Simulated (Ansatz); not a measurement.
The cluster Cd7⁺, relaxed as a doublet with UKS PBE/def2-SVP in Ansatz, starting from the GFN1-xTB geometry. Force threshold 0.02 eV/Å.

In the def2 sets Cd takes a core potential; there is no spin–orbit coupling. The relaxation made no stability test and no search for a lower SCF solution. Another isomer (doublet) lies 0.04 eV lower at PBE0/def2-TZVP; other spin states weren't run for this one.

Start:

```xyz
7

Cd   -2.9850    0.0204    0.4318
Cd    0.6252    1.7808   -1.0689
Cd    2.5838   -0.5703   -0.0514
Cd   -0.8572    1.7621    1.7905
Cd    0.7397   -2.4406   -1.6202
Cd   -1.4585   -0.3988   -2.1932
Cd    1.3519   -0.1535    2.7114
```

Problem. Estimate the energy that the relaxation releases and the steps that it takes.

Solution. 17.2 kJ/mol, in 13 steps; 87 s on 4 threads of Arm Neoverse V2 on a shared host. The force fell under the threshold at step 12, but the optimiser went on. No frequencies were taken in this run, so the end may be a saddle point.

Problem. Does the start keep its bonding and symmetry?

Solution. By distances, no bond broke or formed. The bond that changes most is Cd2–Cd4, from 3.22 to 3.27 Å (atoms count from 1). Point group Cs at the start, C3v at the end, both within 0.05 Å.

Problem. Predict the relaxed structure.

Solution. 
```xyz
7

Cd   -3.331    0.749    0.079
Cd    0.546    1.562   -0.915
Cd    2.270   -0.982    0.198
Cd   -0.974    1.186    1.956
Cd    1.131   -2.222   -2.338
Cd   -1.514   -0.819   -1.789
Cd    1.872    0.525    2.809
```
Bond lengths (bridged metal pairs left out): 9 × Cd–Cd 3.04 to 3.27 Å.
